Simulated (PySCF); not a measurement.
# Partial charges of Au(PH3)Cl

Au(PH3)Cl (singlet state).
Structure used (PBE0-D3(BJ)/def2-SVP), in Å, numbered top down from 1:
```xyz
6
AuClH3P angstrom
Au    -0.0035    0.0024   -1.4528
P      0.0025    0.0004    0.7936
H      0.8139   -0.9510    1.4588
H     -1.2236   -0.2274    1.4649
H      0.4217    1.1753    1.4645
Cl    -0.0111    0.0003   -3.7291
```

Density: PBE0/pcSseg-1 (def2-TZVP on Au) (PySCF); schemes: Mulliken and ESP-fitted. Geometry: PBE0-D3(BJ)/def2-SVP; no solvent, vibrations or thermal averaging. Atoms past krypton carry effective core potentials; spin–orbit coupling is left out.

At which atom do the 2 schemes differ most?

At P2: from -0.046 (Mulliken) to +0.125 e (ESP-fitted), 0.171 e apart.

Which atoms carry the highest charge in the Mulliken and ESP-fitted schemes?

The schemes don't all agree: Mulliken Au1 (+0.134); ESP-fitted P2 (+0.125).

Give the atomic charges in each scheme.

In e:

```json
{"atom": "Au1", "environment": "gold bonded to Cl and P", "Mulliken": "+0.134", "ESP-fitted": "+0.027"}
{"atom": "P2", "environment": "phosphorus bonded to Au and 3 H", "Mulliken": "-0.046", "ESP-fitted": "+0.125"}
{"atom": "H3", "environment": "hydrogen on P2", "Mulliken": "+0.108", "ESP-fitted": "+0.069"}
{"atom": "H4", "environment": "hydrogen on P2", "Mulliken": "+0.108", "ESP-fitted": "+0.069"}
{"atom": "H5", "environment": "hydrogen on P2", "Mulliken": "+0.108", "ESP-fitted": "+0.068"}
{"atom": "Cl6", "environment": "chlorine bonded to Au", "Mulliken": "-0.412", "ESP-fitted": "-0.358"}
```

Mean size of the charges over all atoms: Mulliken 0.152 e, ESP-fitted 0.119 e. Each set sums to the total charge, 0, to within 0.001 e. The Mulliken scheme counts on each atom the diagonal of the density matrix times the overlap matrix over that atom's basis functions. The ESP scheme fits charges at the nuclei, held to the total charge, to the electrostatic potential on points at 1.4 to 2.0 times the van der Waals radii.

Sum the charges by element, for elements with more than one atom.

```json
{"element": "H", "atoms": "3", "Mulliken": "+0.323", "ESP-fitted": "+0.206"}
```

How many electrons does the Mulliken scheme count on Cl6?

Z − q = 17 − (-0.412) = 17.412.
